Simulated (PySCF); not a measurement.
Compound: Mo(OH)4 (triplet state).
SMILES: `[OH][Mo]([OH])([OH])[OH]`

Level of theory: PBE0-D3(BJ)/def2-SVP geometry optimisation, gas phase, def2 core potentials past Kr (PySCF 2.14.0).

Take the most abundant isotopes and a rigid rotor. 

Question: What are A, B and C (MHz)?

Answer: Ia = 151.07, Ib = 158.42, Ic = 194.49 u·Å²; 505379 MHz·u·Å²/I gives A = 3345, B = 3190, C = 2598 MHz.

Question: What kind of rotor is it?

Answer: An asymmetric top; Ray's κ = 0.585.

Question: What does the inertial defect say?

Answer: Not planar: Δ = Ic − Ia − Ib = -114.99 u·Å². For a rigid frame Δ = −2 Σ m c², so Σ m c² = 57.50 u·Å² lies off the ab plane: 6.41 from hydrogen and 51.09 from heavier atoms. The atom farthest from that plane is 1.59 Å away.

Question: Give the other two planar moments, Paa and Pbb, and the rms extents of the mass along the axes.

Answer: Paa = Σ m a² = (Ib + Ic − Ia)/2 = 100.92 and Pbb = Σ m b² = (Ia + Ic − Ib)/2 = 93.57 u·Å². With the mass M = 165.92 u, the rms extents √(P/M) along a, b and c are 0.78, 0.75, 0.59 Å.

Question: Give the coordinates in the principal-axis frame, origin at the centre of mass.

Answer: The sense of each axis is arbitrary; atoms in the order of the calculation.
```csv
atom,mass (u),a (Å),b (Å),c (Å)
Mo1,97.905,-0.065,-0.041,0.094
O2,15.995,-0.709,1.653,0.605
H3,1.008,-0.553,2.379,-0.017
O4,15.995,-1.396,-1.297,-0.306
H5,1.008,-1.636,-1.583,-1.196
O6,15.995,0.808,0.592,-1.486
H7,1.008,1.719,0.271,-1.551
O8,15.995,1.618,-0.700,0.687
H9,1.008,1.721,-1.028,1.589
```

Question: Predict some low-J microwave lines.

Answer: The dipole components are |μa| = 0.29 D, |μb| = 1.02 D, |μc| = 0.19 D. Intensities carry the squares of the components, which stand as 0.08 : 1.00 : 0.03 (a : b : c). Some lines, for components of 0.1 D or more:

```json
{"type": "a", "branch": "Q", "J(Ka,Kc)": "3(3,0) ← 3(3,1)", "MHz": "317", "lower level (cm⁻¹)": "1.302"}
{"type": "a", "branch": "Q", "J(Ka,Kc)": "2(2,0) ← 2(2,1)", "MHz": "463", "lower level (cm⁻¹)": "0.639"}
{"type": "a", "branch": "Q", "J(Ka,Kc)": "1(1,0) ← 1(1,1)", "MHz": "592", "lower level (cm⁻¹)": "0.198"}
{"type": "b", "branch": "Q", "J(Ka,Kc)": "1(1,0) ← 1(0,1)", "MHz": "747", "lower level (cm⁻¹)": "0.193"}
{"type": "c", "branch": "Q", "J(Ka,Kc)": "3(3,1) ← 3(2,1)", "MHz": "928", "lower level (cm⁻¹)": "1.271"}
{"type": "b", "branch": "Q", "J(Ka,Kc)": "3(2,1) ← 3(1,2)", "MHz": "1690", "lower level (cm⁻¹)": "1.214"}
{"type": "a", "branch": "Q", "J(Ka,Kc)": "2(1,1) ← 2(1,2)", "MHz": "1775", "lower level (cm⁻¹)": "0.565"}
{"type": "b", "branch": "Q", "J(Ka,Kc)": "2(1,1) ← 2(0,2)", "MHz": "1802", "lower level (cm⁻¹)": "0.564"}
{"type": "a", "branch": "Q", "J(Ka,Kc)": "3(1,2) ← 3(1,3)", "MHz": "3233", "lower level (cm⁻¹)": "1.107"}
{"type": "a", "branch": "R", "J(Ka,Kc)": "1(0,1) ← 0(0,0)", "MHz": "5789", "lower level (cm⁻¹)": "0.000"}
{"type": "b", "branch": "R", "J(Ka,Kc)": "1(1,1) ← 0(0,0)", "MHz": "5944", "lower level (cm⁻¹)": "0.000"}
{"type": "c", "branch": "R", "J(Ka,Kc)": "1(1,0) ← 0(0,0)", "MHz": "6536", "lower level (cm⁻¹)": "0.000"}
{"type": "b", "branch": "R", "J(Ka,Kc)": "2(0,2) ← 1(1,1)", "MHz": "10959", "lower level (cm⁻¹)": "0.198"}
{"type": "a", "branch": "R", "J(Ka,Kc)": "2(0,2) ← 1(0,1)", "MHz": "11114", "lower level (cm⁻¹)": "0.193"}
{"type": "a", "branch": "R", "J(Ka,Kc)": "2(1,1) ← 1(1,0)", "MHz": "12169", "lower level (cm⁻¹)": "0.218"}
{"type": "b", "branch": "R", "J(Ka,Kc)": "2(2,1) ← 1(1,0)", "MHz": "12635", "lower level (cm⁻¹)": "0.218"}
{"type": "c", "branch": "R", "J(Ka,Kc)": "2(1,1) ← 1(0,1)", "MHz": "12916", "lower level (cm⁻¹)": "0.193"}
{"type": "c", "branch": "R", "J(Ka,Kc)": "2(2,0) ← 1(1,0)", "MHz": "13098", "lower level (cm⁻¹)": "0.218"}
{"type": "c", "branch": "R", "J(Ka,Kc)": "2(2,1) ← 1(1,1)", "MHz": "13226", "lower level (cm⁻¹)": "0.198"}
{"type": "a", "branch": "R", "J(Ka,Kc)": "3(1,3) ← 2(1,2)", "MHz": "16245", "lower level (cm⁻¹)": "0.565"}
{"type": "a", "branch": "R", "J(Ka,Kc)": "3(0,3) ← 2(0,2)", "MHz": "16269", "lower level (cm⁻¹)": "0.564"}
{"type": "a", "branch": "R", "J(Ka,Kc)": "3(2,2) ← 2(2,1)", "MHz": "17366", "lower level (cm⁻¹)": "0.639"}
{"type": "a", "branch": "R", "J(Ka,Kc)": "3(1,2) ← 2(1,1)", "MHz": "17703", "lower level (cm⁻¹)": "0.624"}
{"type": "b", "branch": "R", "J(Ka,Kc)": "3(2,2) ← 2(1,1)", "MHz": "17832", "lower level (cm⁻¹)": "0.624"}
{"type": "c", "branch": "R", "J(Ka,Kc)": "3(2,2) ← 2(1,2)", "MHz": "19607", "lower level (cm⁻¹)": "0.565"}
{"type": "c", "branch": "R", "J(Ka,Kc)": "3(3,0) ← 2(2,0)", "MHz": "19709", "lower level (cm⁻¹)": "0.655"}
{"type": "c", "branch": "R", "J(Ka,Kc)": "3(3,1) ← 2(2,1)", "MHz": "19855", "lower level (cm⁻¹)": "0.639"}
```

For this open shell read J as N, the rotation without spin; fine and hyperfine splittings come on top. Whether it is a minimum is left open (no frequencies). ⟨S²⟩ = 2.008 (exact for a triplet: 2.00). Constants of a rigid frame at the computed geometry: no zero-point averaging, no centrifugal distortion.
